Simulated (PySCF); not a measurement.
Vertical excitations of a molecule C10H8S2 from TDA-ωB97X/def2-SVP run with PySCF, as energy in eV (oscillator strength): 3.38 (0.000), 3.92 (1.610), 4.04 (0.000), 5.52 (0.000), 5.86 (0.000), 5.88 (0.000). Lowest triplet (TDA): 1.57 eV. Geometry: B3LYP-D3(BJ)/def2-SVP. The values are those of a single conformer.

Q: Which structure fits?
A. Sc1csc(-c2ccccc2)c1
B. C1=CC(=C2C=CSC=C2)C=CS1
C. C=Cc1csc2cccc(S)c12
D. Sc1sccc1-c1ccccc1

A: B, C1=CC(=C2C=CSC=C2)C=CS1
